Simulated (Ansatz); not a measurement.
Cd12H32S12. Charge 0, multiplicity 1. Geometry PBE-D4/def2-SVP, loosely relaxed; atoms count from 1.

Cartesian coordinates in Å:
```
Cd 0.556 0.120 4.533
Cd 4.454 2.269 2.240
Cd 3.449 -3.219 -2.977
Cd -3.055 -2.631 2.360
Cd 1.223 -5.451 -1.925
Cd 1.148 -1.577 1.156
Cd 0.109 2.532 0.740
Cd 1.218 0.524 -2.255
Cd -2.323 -0.388 -1.542
Cd -3.522 1.957 2.095
Cd -0.803 -3.558 -4.089
Cd -2.263 2.785 -2.807
S 2.502 0.075 2.650
S -0.593 -1.956 3.120
S -0.971 1.715 3.071
S 2.196 -3.277 -0.337
S 3.696 0.299 -1.240
S 1.190 -1.659 -3.592
S -1.634 -4.009 0.328
S -3.494 -0.476 0.903
S -2.846 -2.662 -2.534
S -0.194 0.087 -0.183
S 0.403 2.691 -3.251
S -2.375 3.035 -0.055
H 0.801 0.058 6.211
H 2.351 3.770 3.834
H 4.083 2.438 0.566
H 5.102 2.294 3.804
H 2.599 -4.802 -3.170
H 4.844 -2.263 -3.108
H -4.172 -3.572 3.226
H 1.354 -6.913 -1.052
H 1.447 3.571 0.566
H -0.562 6.030 -1.291
H -4.821 2.511 3.038
H -2.948 5.855 2.686
H -0.222 -4.551 -2.652
H -1.099 -3.611 -5.767
H -2.741 0.933 -2.705
H -3.147 4.005 -3.617
H 3.343 -0.780 3.300
H 1.982 3.859 3.163
H -0.177 -3.071 3.783
H -0.933 2.837 3.846
H 3.140 -3.839 0.467
H 4.401 0.928 -2.223
H 3.805 1.409 -0.339
H 1.465 -1.201 -4.845
H -1.723 -5.285 0.803
H -2.603 -4.183 -0.630
H -4.837 -0.644 0.728
H -3.675 -2.187 -3.508
H -1.028 5.874 -1.883
H 0.772 3.446 -2.174
H -2.333 5.489 2.396
H -2.541 4.368 0.138
```

In the def2 sets Cd takes a core potential; there is no spin–orbit coupling. Single mean-field runs in def2-TZVP are fitted with def2-universal-jkfit. The geometry of the charge 0 singlet is only loosely relaxed. In the singlet geometry the species has come apart into loosely held pieces. In the singlet, H34 and H53 lie 0.77 Å apart, H26 and H42 lie 0.77 Å apart, H36 and H55 lie 0.77 Å apart (atoms count from 1), so H2 has formed as a molecule.

(1) Estimate the Mulliken populations of the heavy atoms from the PBE0/def2-TZVP orbitals of Ansatz.

(2) And the Mayer bond orders between bonded heavy atoms (over 0.3)?

Results:

(1) 
```json
{"atom": "Cd1", "charge (e)": "0.54", "d electrons": "9.98"}
{"atom": "Cd2", "charge (e)": "0.35", "d electrons": "9.95"}
{"atom": "Cd3", "charge (e)": "0.42", "d electrons": "9.97"}
{"atom": "Cd4", "charge (e)": "0.55", "d electrons": "9.99"}
{"atom": "Cd5", "charge (e)": "0.35", "d electrons": "9.97"}
{"atom": "Cd6", "charge (e)": "0.87", "d electrons": "10.02"}
{"atom": "Cd7", "charge (e)": "0.50", "d electrons": "9.98"}
{"atom": "Cd8", "charge (e)": "0.80", "d electrons": "10.02"}
{"atom": "Cd9", "charge (e)": "0.69", "d electrons": "10.00"}
{"atom": "Cd10", "charge (e)": "0.55", "d electrons": "9.99"}
{"atom": "Cd11", "charge (e)": "0.40", "d electrons": "9.98"}
{"atom": "Cd12", "charge (e)": "0.43", "d electrons": "9.99"}
{"atom": "S13", "charge (e)": "-0.62", "d electrons": "–"}
{"atom": "S14", "charge (e)": "-0.62", "d electrons": "–"}
{"atom": "S15", "charge (e)": "-0.64", "d electrons": "–"}
{"atom": "S16", "charge (e)": "-0.61", "d electrons": "–"}
{"atom": "S17", "charge (e)": "-0.32", "d electrons": "–"}
{"atom": "S18", "charge (e)": "-0.63", "d electrons": "–"}
{"atom": "S19", "charge (e)": "-0.34", "d electrons": "–"}
{"atom": "S20", "charge (e)": "-0.63", "d electrons": "–"}
{"atom": "S21", "charge (e)": "-0.62", "d electrons": "–"}
{"atom": "S22", "charge (e)": "-0.95", "d electrons": "–"}
{"atom": "S23", "charge (e)": "-0.52", "d electrons": "–"}
{"atom": "S24", "charge (e)": "-0.62", "d electrons": "–"}
```
Mulliken values and Mayer orders depend strongly on the basis.

(2) Cd1–S13 0.37 (2.71 Å); Cd1–S15 0.37 (2.65 Å); Cd4–S14 0.35 (2.66 Å); Cd4–S20 0.39 (2.64 Å); Cd6–S13 0.43 (2.61 Å); Cd6–S14 0.36 (2.65 Å); Cd6–S16 0.57 (2.49 Å); Cd6–S22 0.45 (2.52 Å); Cd7–S15 0.32 (2.70 Å); Cd7–S22 0.36 (2.63 Å); Cd7–S24 0.37 (2.66 Å); Cd8–S17 0.38 (2.69 Å); Cd8–S18 0.46 (2.56 Å); Cd8–S22 0.46 (2.54 Å); Cd8–S23 0.62 (2.52 Å); Cd9–S20 0.31 (2.71 Å); Cd9–S21 0.55 (2.54 Å); Cd9–S22 0.41 (2.57 Å); Cd10–S15 0.30 (2.74 Å); Cd10–S20 0.31 (2.71 Å); Cd10–S24 0.38 (2.66 Å); Cd11–S21 0.34 (2.72 Å); Cd12–S23 0.42 (2.70 Å).
